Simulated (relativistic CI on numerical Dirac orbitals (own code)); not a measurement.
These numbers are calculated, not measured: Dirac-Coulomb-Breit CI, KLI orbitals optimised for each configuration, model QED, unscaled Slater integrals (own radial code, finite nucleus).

CI space (outside the closed core 1s2): 2s, 2p, 3s, 3p, 3d, 4s, 4p, 4d, 4f, 5s, 5p, 5d, 5f, 5g, 6s, 6p, 6d. Levels of other configurations are missing.

At this charge energies of transitions that change n are usually good to better than 1 %, and those within a shell (Δn = 0) to a few per cent.

Outline of the computed level scheme of Mn XXIII. Lowest level of each configuration: 2s 2S_1/2 at 0.00 eV; 2p 2P°_1/2 at 46.60 eV; 3s 2S_1/2 at 1056.14 eV; 3p 2P°_1/2 at 1069.08 eV; 3d 2D_3/2 at 1077.88 eV; 4s 2S_1/2 at 1419.73 eV; 4p 2P°_1/2 at 1425.05 eV; 4d 2D_3/2 at 1428.73 eV; 4f 2F°_5/2 at 1429.36 eV.

Some strong electric-dipole decays among the lowest 15 levels: 3d 2D_5/2 → 2p 2P°_3/2 (1.8e+13 s⁻¹); 3d 2D_3/2 → 2p 2P°_1/2 (1.6e+13 s⁻¹); 3p 2P°_1/2 → 2s 2S_1/2 (6.3e+12 s⁻¹); 3p 2P°_3/2 → 2s 2S_1/2 (6.1e+12 s⁻¹); 4d 2D_5/2 → 2p 2P°_3/2 (6.0e+12 s⁻¹); 4d 2D_3/2 → 2p 2P°_1/2 (5.1e+12 s⁻¹); 4f 2F°_7/2 → 3d 2D_5/2 (3.9e+12 s⁻¹); 4f 2F°_5/2 → 3d 2D_3/2 (3.6e+12 s⁻¹).
